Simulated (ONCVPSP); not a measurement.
**Configuration tests for Cd (ONCV)**

```json
{
  "Element": "Cd",
  "Generator": "ONCVPSP 4.0.1",
  "Type": "optimised norm-conserving Vanderbilt (ONCV)",
  "Functional": "PBE",
  "Relativity": "scalar-relativistic",
  "Frozen core": "[Ar] 3d10 4s2",
  "Valence charge": "18",
  "Reference configuration": "4p6 4d10 5s2",
  "Partial waves": "5s: rc 2.10 bohr, ncon 4, nbas 8, qcut 2.4 1/bohr, 2 projectors, debl 0.7 Ha; 4p: rc 1.20 bohr, ncon 4, nbas 7, qcut 12.9 1/bohr, 2 projectors, debl 3.6 Ha; 4d: rc 1.20 bohr, ncon 4, nbas 9, qcut 11 1/bohr, local",
  "Local potential": "the d channel",
  "Core correction": "polynomial model core, fcfact 0.55"
}
```

Energies are relative to the spin-unpolarised reference configuration 4p6 4d10 5s2; without spin polarisation the order of configurations can differ from experiment.

| valence configuration | charge | ΔE all-electron (eV) | error AE − PS (meV) |
| --- | --- | --- | --- |
| 4p6 4d10 5s1 | +1 | 9.273 | -7.0 |
| 4p6 4d10 5s0 | +2 | 26.399 | -35 |
| 4p5 4d10 5s2 | +1 | 74.200 | -100 |

**Question.** What are ΔE and the potential's error for 4p6 4d9 5s0?

**Answer.** ΔE = 64.408 eV all-electron; the error (AE − PS) is +14 meV.

Note: ghosts flagged at negative energy: s at -103.7 eV; no localised positive-energy state flagged. A true bound ghost makes a file unfit for plane-wave use.
